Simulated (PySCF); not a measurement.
C9H8OSi.
Numbering: `[O:1]=[CH:2][c:3]1[cH:4][cH:5][cH:6][c:7]2[c:8]1[CH:9]=[CH:10][SiH2:11]2`

Cartesian coordinates in Å at the GFN2-xTB level; atoms count from 1:
```xyz
19
C9H8OSi angstrom
O     -3.4745    1.4889    0.0297
C     -2.2681    1.5297    0.0071
C     -1.3925    0.3545    0.0183
C     -1.9994   -0.9085    0.0568
C     -1.2476   -2.0619    0.0675
C      0.1417   -1.9795    0.0391
C      0.7693   -0.7524    0.0016
C      0.0062    0.4321   -0.0091
C      0.8076    1.6482   -0.0495
C      2.1378    1.4958   -0.0717
Si     2.6101   -0.3267   -0.0421
H     -1.7483    2.5053   -0.0239
H     -3.0787   -0.9452    0.0778
H     -1.7329   -3.0262    0.0975
H      0.7338   -2.8835    0.0467
H      0.3276    2.6157   -0.0598
H      2.8019    2.3437   -0.1020
H      3.2751   -0.7867   -1.2611
H      3.3211   -0.7343    1.1697
```

Definitions: NICS(0) = −σiso at the ring centroid; NICS(1) = −σiso and NICS(1)zz = −σzz at ±1 Å along the ring normal z. Level: GIAO PBE0/pcSseg-1 (PySCF, non-relativistic, gas phase) on the GFN2-xTB geometry, one conformer.

Rings: 1. C3–C4–C5–C6–C7–C8; 2. C7–C8–C9–C10–Si11.

| set | NICS(0) | NICS(1), two faces | NICS(1)zz, two faces |
| --- | --- | --- | --- |
| P | 3.0 | -0.8 / -0.8 | 4.8 / 4.7 |
| Q | -6.4 | -10.0 / -10.0 | -23.6 / -23.5 |

Q: Which set (ppm) belongs to which ring?

A: P = 2, Q = 1.
- 1 (6-membered carbocycle; formal bonds all aromatic): mean NICS(1)zz -23.5 ppm, shielded. For a flat ring without four-coordinate atoms the NICS criterion counts such a value as aromatic, though in fused rings the probe also feels the neighbouring ring.
- 2 (5-membered ring with Si; formal bonds 1 aromatic, 1 double, 3 single): mean NICS(1)zz 4.7 ppm, deshielded. Si11 has four or more neighbours, and the NICS criterion for π rings isn't applied.

Q: How do the rings differ in shape?

A: 
```
ring                          bond lengths (Å)  rms pucker (Å)  HOMA  nearest outside atom to a NICS(1) probe (Å)
   1  1.402, 1.377, 1.392, 1.379, 1.409, 1.401            0.00  0.96                                hydrogen 2.66
   2         1.409, 1.457, 1.339, 1.883, 1.890            0.00     –                                hydrogen 2.40
```

HOMA = 1 − mean of α(R − Ropt)² over the ring bonds, with Krygowski's 1993 parameters (CC: Ropt 1.388 Å, α 257.7 Å⁻²). A dash marks a ring with a four-coordinate atom, a triple bond, no multiple bond or a kind of bond without parameters.

Hardware: Arm Neoverse V1, one thread, shared host with 64 logical CPUs at a one-minute load of 44. Cost: 71 s (with the writing of density and orbital grids), 1.1 GiB resident at most. This is the whole shielding run at PBE0/pcSseg-1, SCF included.
